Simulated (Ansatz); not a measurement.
What each rung costs, and what it gives

Saddle point of BHBrF₃, singlet (BF₃ ([F][B]([F])[F]) + HBr → BBrF₂ ([F][B]([F])[Br]) + HF; bonds formed: B1–Br6, F2–H5; bonds broken: B1–F2, H5–Br6), PBE0-D4/def2-TZVP structure:

B1  (-0.383, -0.155, -0.347)
F2  (-0.238, 1.119, 0.492)
F3  (-1.391, -0.883, 0.088)
F4  (-0.241, 0.116, -1.628)
H5  (0.732, 0.649, 0.868)
Br6  (1.521, -0.845, 0.527)
(Å)

Barriers are electronic and count from the start structure reached by relaxing down the imaginary mode.

Program: Ansatz 0.2.0. Basis: as named in each row. Cores are frozen in the correlated methods. Filled d shells of the heavier atoms are correlated. The def2 sets are not built for correlating such inner shells, so the correlated values are less sure here. B3LYP uses VWN-RPA correlation. Extrapolation: Hartree–Fock as exp(−7.88 √X), correlation as X^−2.97.

Times are rough, for one single point on 4 threads of a shared host (Arm Neoverse V2).

The estimate by CCSD(T) at an estimated basis limit (MP2 extrapolated from triple and quadruple zeta, plus CCSD(T) − MP2 in triple zeta) is 137.1 kJ/mol.

```json
{"method": "HF", "basis": "STO-3G", "time (s)": "under 1", "barrier (kJ/mol)": "117.1", "method less estimate": "-20.0"}
{"method": "PBE-D4", "basis": "STO-3G", "time (s)": "under 1", "barrier (kJ/mol)": "-8.7", "method less estimate": "-145.8"}
{"method": "SPW92", "basis": "def2-SVP", "time (s)": "under 1", "barrier (kJ/mol)": "50.1", "method less estimate": "-87.0"}
{"method": "PBE-D4", "basis": "def2-SVP", "time (s)": "under 1", "barrier (kJ/mol)": "88.5", "method less estimate": "-48.6"}
{"method": "B3LYP-D4", "basis": "6-31G", "time (s)": "under 1", "barrier (kJ/mol)": "123.1", "method less estimate": "-13.9"}
{"method": "SPW92", "basis": "def2-TZVPP", "time (s)": "under 1", "barrier (kJ/mol)": "64.8", "method less estimate": "-72.3"}
{"method": "PBE0-D4", "basis": "def2-SVP", "time (s)": "under 1", "barrier (kJ/mol)": "108.3", "method less estimate": "-28.8"}
{"method": "BLYP-D4", "basis": "def2-TZVPP", "time (s)": "1", "barrier (kJ/mol)": "125.1", "method less estimate": "-12.0"}
{"method": "PBE-D4", "basis": "def2-TZVPP", "time (s)": "1", "barrier (kJ/mol)": "100.7", "method less estimate": "-36.4"}
{"method": "PBE0-D4", "basis": "def2-TZVPP", "time (s)": "2", "barrier (kJ/mol)": "117.0", "method less estimate": "-20.0"}
{"method": "BHLYP-D4", "basis": "def2-TZVPP", "time (s)": "2", "barrier (kJ/mol)": "154.6", "method less estimate": "17.5"}
{"method": "B3LYP-D4", "basis": "def2-TZVPP", "time (s)": "2", "barrier (kJ/mol)": "135.5", "method less estimate": "-1.6"}
{"method": "CCSD(T)", "basis": "def2-SVP", "time (s)": "2", "barrier (kJ/mol)": "152.3", "method less estimate": "15.2"}
{"method": "CAM-B3LYP-D4", "basis": "def2-TZVPP", "time (s)": "2", "barrier (kJ/mol)": "136.3", "method less estimate": "-0.8"}
{"method": "r2SCAN-D4", "basis": "def2-TZVPP", "time (s)": "2", "barrier (kJ/mol)": "112.7", "method less estimate": "-24.4"}
{"method": "RPA on PBE", "basis": "def2-TZVPP", "time (s)": "2", "barrier (kJ/mol)": "137.7", "method less estimate": "0.6"}
{"method": "B2PLYP", "basis": "def2-TZVPP", "time (s)": "3", "barrier (kJ/mol)": "137.5", "method less estimate": "0.5"}
{"method": "r2SCAN0-D4", "basis": "def2-TZVPP", "time (s)": "3", "barrier (kJ/mol)": "123.9", "method less estimate": "-13.2"}
{"method": "PBE-QIDH", "basis": "def2-TZVPP", "time (s)": "3", "barrier (kJ/mol)": "127.4", "method less estimate": "-9.7"}
{"method": "wB97M-V", "basis": "def2-SVP", "time (s)": "3", "barrier (kJ/mol)": "115.1", "method less estimate": "-22.0"}
{"method": "B97M-V", "basis": "def2-TZVPP", "time (s)": "4", "barrier (kJ/mol)": "138.3", "method less estimate": "1.2"}
{"method": "wB97X-V", "basis": "def2-TZVPP", "time (s)": "4", "barrier (kJ/mol)": "131.4", "method less estimate": "-5.7"}
{"method": "wB97M-V", "basis": "def2-TZVPP", "time (s)": "5", "barrier (kJ/mol)": "127.5", "method less estimate": "-9.6"}
{"method": "MP2", "basis": "def2-QZVPP", "time (s)": "9", "barrier (kJ/mol)": "128.1", "method less estimate": "-9.0"}
{"method": "CCSD(T)", "basis": "def2-TZVPP", "time (s)": "23", "barrier (kJ/mol)": "139.3", "method less estimate": "2.2"}
```

All methods are single points on the PBE0-D4 structures; a negative value means that the method puts the saddle structure below the start.

The T1 diagnostic stays at or below 0.011.

Labels in which every atom is bracketed show which atoms are joined, not bond orders.
